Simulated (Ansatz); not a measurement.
System: AlSiOH₅, charge 0, singlet. AlSiOH5 (SMILES [AlH2][O][SiH3]).
B3LYP-D3(BJ)/def2-TZVP minimum from Ansatz (an electronic-structure program):
```xyz
8

Al    -0.2994     0.3312     1.6875
H     -1.7667     0.7499     2.0720
H      0.8770     0.1958     2.7230
O      0.0352     0.0081     0.0677
Si     0.2524    -0.2960    -1.5167
H      1.0056     0.8161    -2.1441
H     -1.0550    -0.4341    -2.2031
H      1.0161    -1.5544    -1.6929
```
Charge 0, spin multiplicity 1.

Wanted: atomisation energy (electronic, to ground-state atoms), in kcal/mol. UHF or UKS for unpaired electrons; spin-orbit terms are left out. CBS(X,Y): correlation extrapolated as X^-3, Hartree-Fock from the larger set. A bracket is a step between two methods taken in the basis named. Functionals run without relativity, which enters their misses. '+ core + X2C': CCSD(T) terms for core correlation (cc-pwCVTZ, 1s frozen past Ne) and scalar relativity (cc-pVTZ-DK). For partners of very few electrons the exact lower level stands in for a higher one.

CCSD(T)/CBS(cc-pV(T+d)Z,cc-pV(Q+d)Z) + [CCSDT(Q) - CCSD(T)]/cc-pV(D+d)Z + core + X2C (Ansatz) gives 603.5 kcal/mol.

Q: How far off this value is PBE/def2-TZVPD (Ansatz), in which direction, and which of these levels come nearer: r2SCAN/def2-TZVPD, wB97M-V/def2-TZVPD, CCSD(T)/CBS(cc-pV(T+d)Z,cc-pV(Q+d)Z) + core + X2C?

A: PBE gives 585.6 kcal/mol, 17.9 kcal/mol below it. Differences of the others: r2SCAN/def2-TZVPD (Ansatz) -5.1; wB97M-V/def2-TZVPD (Ansatz) -2.6; CCSD(T)/CBS(cc-pV(T+d)Z,cc-pV(Q+d)Z) + core + X2C (Ansatz) -0.3 kcal/mol. Nearer than PBE: r2SCAN/def2-TZVPD, wB97M-V/def2-TZVPD, CCSD(T)/CBS(cc-pV(T+d)Z,cc-pV(Q+d)Z) + core + X2C.
